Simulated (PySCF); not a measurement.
**How methods differ on the interval between two levels of W**

W [Xe] 4f14 5d4 6s2 [5D4, M_J = 4] → W [Xe] 4f14 5d4 6s1 6p1 [7F6, M_J = 6], as a difference of total energies. Computed with PySCF 2.14 in x2c-SVPall-2c with one added diffuse shell each of s, d type (8s9p10d2f, 99 functions), with the two-component X2C-1e Hamiltonian. "Screened" scales the spin-orbit matrix elements by Boettger's factors to mimic the two-electron term; Breit and QED terms are absent.

| method | interval between two levels (cm⁻¹) |
| --- | --- |
| GHF (spin-free) | 10632 |
| GHF (screened spin-orbit) | 11753 |

The labels give the starting determinants; with spin-orbit coupling the two ends relaxed to ⟨J²⟩ = 20.13, ⟨L²⟩ = 6.70, ⟨S²⟩ = 5.82 and ⟨J²⟩ = 42.03, ⟨L²⟩ = 12.58, ⟨S²⟩ = 11.77.
